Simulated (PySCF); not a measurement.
PySCF input:

```python
from pyscf import gto, scf, dft

mol = gto.M(
    atom='''
    Al    0.00000000    0.00000000    0.00000000
    Br    0.00000000    0.00000000    2.15640074
    Br   -0.00000000   -0.00000000   -2.15640074
    ''',
    basis='def2-tzvpd',
    charge=1,
    spin=0,
    verbose=4,
)

mf = dft.RKS(mol, xc='tpssh').density_fit(auxbasis='def2-universal-jkfit')
mf.grids.level = 3
mf.conv_tol = 1e-9
mf.max_cycle = 100
mf.max_memory = 1500
mf.kernel()
if not mf.converged:
    mf = mf.newton()
    mf.kernel(mf.make_rdm1())
mf.analyze()
```

### Question
What final total energy does it print?

### Answer
-5390.40837 Eh (TPSSh/def2-TZVPD).

It need not be the lowest isomer of its formula.
